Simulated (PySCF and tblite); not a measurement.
Results of a calculation; reference values are marked as such.
C₉H₁₂O, numbered as in [CH3:1][CH:2]([CH3:3])[O:4][c:5]1[cH:6][cH:7][cH:8][cH:9][cH:10]1.

The ensemble was built from 90 distance-geometry starts (ETKDG and KDG, MMFF94s, GFN2-xTB) and rests on PBE0-D3(BJ)/def2-SVP geometries. Weights use CAM-B3LYP-D3(BJ)/def2-SVPD (IEF-PCM, chloroform) energies plus GFN2-xTB zero-point and thermal terms (modes under about 100 cm⁻¹ blended into free rotors). Symmetry numbers and mirror images are counted. Conformers within 3 kcal/mol (GFN2-xTB free energy) were kept, 6 at most. (PySCF 2.14, tblite 0.8.)

An NOE distance is ⟨r⁻⁶⟩^(−1/6) over all pairs of like atoms and, for the average, over conformers.

Torsions listed: C1–C2–O4–C5, C2–O4–C5–C6. Of a mirror pair one member is shown.

```json
{"conformer": "1", "shape": "-160°, 5°", "weight %": "99.9"}
{"conformer": "2", "shape": "66°, 180°", "weight %": "0.1"}
```

**Question.** Which H–H contacts under 3.5 Å would NOEs report (pairs on one atom left out) at 298.15 K?

**Answer.** 
```tsv
pair	in 1 (Å)	in 2 (Å)	average (Å)
H2 ··· H6/H10	2.31	4.01	2.31
H7/H9 ··· H8	2.50	2.50	2.50
H1/H3 ··· H2	2.61	2.56	2.61
H6/H10 ··· H7/H9	2.77	2.77	2.77
H1/H3 ··· H6/H10	3.44	2.74	3.44
```

Longer pairs under the limit may be missing.

**Question.** In a model where alignment follows shape alone (order matrix 0.0005 × (3G/tr G − 1)/2, G the second moments of the atom positions; splitting J + 2D), what are the one-bond C–H dipolar couplings D?

**Answer.** H1/H3 0.0 Hz (0.0 in conformer 1), H2 3.1 Hz (3.1 in conformer 1), H6/H10 0.1 Hz (0.1 in conformer 1), H7/H9 0.1 Hz (0.1 in conformer 1), H8 -6.6 Hz (-6.6 in conformer 1).
